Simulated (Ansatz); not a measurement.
`[Se][Sn]` and `[C][Se]` differ in one element.

Ansatz, PBE0-D4/def2-TZVP geometries, multiplicity 1. 

Elements past krypton have def2 core potentials. Scalar relativity is left out up to krypton.

| property | `[Se][Sn]` |
| --- | --- |
| LUMO energy (PBE0/def2-TZVPP) / eV | -2.55 |
| HOMO–LUMO gap (ωB97M-V/def2-TZVPP) / eV | 8.17 |
| size of the dipole moment (B3LYP/def2-TZVPP) / D | 3.06 |
| HOMO energy (B3LYP/def2-TZVPP) / eV | -6.86 |
| zero-point energy (PBE0-D4/def2-TZVP) / kJ/mol | 2.0 |
| HOMO–LUMO gap (B3LYP/def2-TZVPP) / eV | 4.12 |

(1) What does the change do to each property? (An estimate is asked.)

Answers

(1) Computed: 
```
                                        property  `[C][Se]`  shift
              LUMO energy (PBE0/def2-TZVPP) / eV      -2.52   0.03
         HOMO–LUMO gap (ωB97M-V/def2-TZVPP) / eV      10.60   2.43
size of the dipole moment (B3LYP/def2-TZVPP) / D       2.13  -0.93
             HOMO energy (B3LYP/def2-TZVPP) / eV      -8.32  -1.46
  zero-point energy (PBE0-D4/def2-TZVP) / kJ/mol        6.5    4.5
           HOMO–LUMO gap (B3LYP/def2-TZVPP) / eV       5.58   1.46
```

Dipoles are sizes alone; their direction can turn.

B3LYP here is the variant with VWN-RPA as its local correlation; programs differ in this.

Spin–orbit coupling is left out; it splits and shifts lone-pair levels of the heavy atoms by tenths of an eV.
